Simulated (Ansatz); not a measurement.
Reaction (substitution at a C–C bond): `FC(F)(F)C(F)(F)C(F)(F)C(F)(F)F` + HBr → `FC(F)(F)C(F)(F)Br` + `FC(F)C(F)(F)F`

Gas-phase electronic energies from Ansatz, PBE0-D4/def2-TZVP geometries. CCSD(T)/CBS adds triple-zeta CCSD(T) − MP2 to the extrapolated MP2 energy (def2 sets, frozen cores). DFT in def2-TZVPP. B3LYP here is the variant with VWN-RPA as its local correlation; programs differ in this. For Br outer-core shells are correlated without core-valence functions, which leaves a few kJ/mol of doubt a bond. Scalar relativity is left out up to krypton. One conformer a species, not always the lowest.

```csv
level,ΔE (kJ/mol),difference from CCSD(T)/CBS
PBE-D4,-7.3,-8.4
revPBE-D4,-8.5,-9.6
PBE0-D4,-1.4,-2.5
B3LYP-D4,-3.6,-4.7
r2SCANh-D4,4.2,3.1
r2SCAN0-D4,5.1,4.0
PBE-QIDH,-0.6,-1.7
B3LYP,-11.9,-13.0
r2SCANh,1.5,0.4
CCSD/CBS(def2),0.6,-0.5
CCSD(T)/CBS,1.1,0
```

Task: What do rigid-rotor, harmonic-oscillator terms from PBE0-D4/def2-TZVP frequencies (298.15 K, 1 bar) make of the CCSD(T)/CBS value? (Estimate.)

Result: The calculation gave: ΔZPE = +11.4 kJ/mol, ΔH = +9.5 kJ/mol, ΔS = 47 J/(mol·K), ΔG = -4.5 kJ/mol.

Largest T1 diagnostic among the species: 0.012.

The D4 term adds +8.3 kJ/mol with B3LYP and +5.5 kJ/mol with PBE0; it sums over pairs of atoms, weighted by their polarisabilities, and B3LYP, whose exchange is more repulsive, gets the larger term. From BLYP to BHLYP (50 % exact exchange), in def2-TZVPP and without D4, ΔE moves by +17.1 kJ/mol. Leaving LDA and LC-ωPBE aside and taking each functional with its dispersion term where it has one, the values, not all of them listed here, spread over 17.8 kJ/mol, from BLYP-D4 to B97M-V. LDA lies +21.9 kJ/mol from PBE without D4.

CCSD(T)/CBS has its own doubt, a few kJ/mol and more with outer-core shells, so smaller differences from it don't rank the levels.
